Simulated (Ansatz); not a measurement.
Cost and result for the atomization energy of BH₃InN (6 atoms, 5 bonds).

```xyz
6

B    -0.2954   -0.5014    0.3667
N    -0.1126    0.5003   -0.5656
In    1.9049    1.1407   -0.2303
H    -1.2986   -1.1424    0.5293
H    -0.8639    0.7531   -1.1914
H     0.6657   -0.7503    1.0914
```

Total charge 0; spin multiplicity 1. Correlated methods include outer-core shells of In, which these sets cover unevenly. In takes the def2 core potential. The bonds changed during the relaxation, so this is another structure than the one it started from. The geometry is a stationary point of PBE0-D4/def2-TZVP. Program: Ansatz. All runs use 2 threads of an Arm Neoverse V1 on a shared host. Times are those of one run each, without the atoms' runs, and a repeat can differ threefold. Electronic energies, without spin–orbit coupling; frozen cores. CCSD(T)/CBS adds CCSD(T) − MP2 in def2-TZVPP to the MP2 limit, and its time is that of the two runs behind it. T1 = 0.017. With those shells the extrapolation isn't a true limit. B3LYP takes the VWN-RPA correlation (the form of Gaussian; ORCA's B3LYP/G).

CCSD(T)/CBS is a level of theory with its own doubt, some kJ/mol a heavy atom from the limit and from the frozen cores, so smaller differences don't rank the functionals.

| level | functions | wall time |
| --- | --- | --- |
| LDA (SPW92)/def2-TZVPP | 154 | 0.95 s |
| CCSD(T)/def2-SVP | 69 | 1.8 s |
| BLYP-D4/def2-TZVPP | 154 | 1.9 s |
| BHLYP-D4/def2-TZVPP | 154 | 2.1 s |
| PBE0-D4/def2-TZVPP | 154 | 2.2 s |
| CAM-B3LYP-D4/def2-TZVPP | 154 | 2.4 s |
| B3LYP-D4/def2-TZVPP (with forces) | 154 | 2.8 s |
| r2SCANh-D4/def2-TZVPP | 154 | 3.6 s |
| B2PLYP/def2-TZVPP | 154 | 4 s |
| PBE-QIDH/def2-TZVPP | 154 | 4.3 s |
| MP2/def2-QZVPP | 286 | 10 s |
| CCSD(T)/def2-TZVPP | 154 | 29 s |
| CCSD(T)/CBS(def2) | – | 39 s |

(1) What atomization energy does each give, and how far from CCSD(T)/CBS? (An estimate is asked.)

Answers

(1) Computed: 
```
                            level  atomization (kJ/mol)  difference from CCSD(T)/CBS  per bond
           LDA (SPW92)/def2-TZVPP                2234.9                        273.9      54.8
                 CCSD(T)/def2-SVP                1839.9                       -121.1     -24.2
               BLYP-D4/def2-TZVPP                1982.7                         21.7       4.3
              BHLYP-D4/def2-TZVPP                1916.2                        -44.8      -9.0
               PBE0-D4/def2-TZVPP                1959.0                         -2.0      -0.4
          CAM-B3LYP-D4/def2-TZVPP                1980.6                         19.6       3.9
B3LYP-D4/def2-TZVPP (with forces)                1977.3                         16.3       3.2
            r2SCANh-D4/def2-TZVPP                1947.0                        -14.0      -2.8
                B2PLYP/def2-TZVPP                1950.2                        -10.8      -2.2
              PBE-QIDH/def2-TZVPP                1939.0                        -22.0      -4.4
                   MP2/def2-QZVPP                1969.0                          8.0       1.6
               CCSD(T)/def2-TZVPP                1903.2                        -57.8     -11.6
                CCSD(T)/CBS(def2)                1961.0                          0.0       0.0
```

From PBE to PBE0 (25 % exact exchange), in def2-TZVPP and without D4, the atomization energy moves by −41.9 kJ/mol: exact exchange takes away binding that semilocal exchange gives to molecules. The D4 term adds +19.2 kJ/mol with B3LYP and +9.7 kJ/mol with PBE0; it sums over pairs of atoms, weighted by their polarisabilities, and B3LYP, whose exchange is more repulsive, gets the larger term. In def2-TZVPP, CCSD(T) changes the Hartree–Fock value by +506.5 kJ/mol (the triples alone add +33.4 kJ/mol) and MP2 by +537.8 kJ/mol; breaking electron pairs costs correlation energy, which Hartree–Fock lacks.

Spin–orbit coupling would lower the free In atoms strongly, and the atomization energy with them, by more than many differences here.
